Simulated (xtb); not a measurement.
CH7FO2Si2, SMILES CO[Si@H](F)O[SiH3]. All values are semi-empirical tight-binding results from xtb (GFN2-xTB unless named), good for trends rather than for accurate numbers. Geometry optimised at GFN2-xTB. The structure was generated by enumeration; whether it is a known compound was not checked. Other conformers were not sampled.

| Quantity | Value |
|---|---|
| orbital gap | 6.29 eV |
| dipole moment | 1.71 D |
| zero-point energy | 50.7 kcal/mol |
| G − E(el) at 298.15 K (modified RRHO) | 27.6 kcal/mol |
| static polarisability (D4 model) | 85.1 bohr³ |
| solvation energy, GFN2-xTB/ALPB(water) | 0.4 kcal/mol |
| solvation energy, GFN2-xTB/ALPB(thf) | -3.8 kcal/mol |
